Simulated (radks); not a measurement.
Q: All-electron atom: the indium ion In33+ in [Ne] 3s2 3p4. Method: non-relativistic Kohn-Sham, TPSS, spin-polarised, spherical densities, point nucleus; open shells are filled with parallel spins first (spin-orbit coupling, left out, can overturn this in heavy ions); meta-GGA in the generalised Kohn-Sham scheme; relativity is left out, which matters for an element this heavy; computed with a radial shooting solver on a logarithmic mesh with Libxc functionals. Some entries of the table are withheld. Estimate them.

| orbital | occ. | eigenvalue (eV) | <r> (bohr) |
|---|---|---|---|
| 1s up | 1 | -28608.04 | 0.03104 |
| 1s down | 1 | -28603.98 | 0.03104 |
| 2s up | 1 | -5648.811 | 0.1325 |
| 2s down | 1 | -5646.632 | 0.1325 |
| 2p up | 3 | -5405.770 | 0.1131 |
| 2p down | 3 | -5401.749 | 0.1131 |
| 3s up | 1 | -2164.076 | 0.3229 |
| 3s down | 1 | -2150.509 | 0.3235 |
| 3p up | 3 | -2074.018 | 0.3089 |
| 3p down | 1 | -2060.417 | 0.3094 |
| 3d up | 0 | -1933.555 | 0.2709 |
| 3d down | 0 | -1922.620 | 0.2707 |
| 4s up | 0 | (1) | 0.6088 |
| 4s down | 0 | (2) | 0.6101 |

A: 
(1) 4s up eigenvalue (eV): -1122.999
(2) 4s down eigenvalue (eV): -1118.825
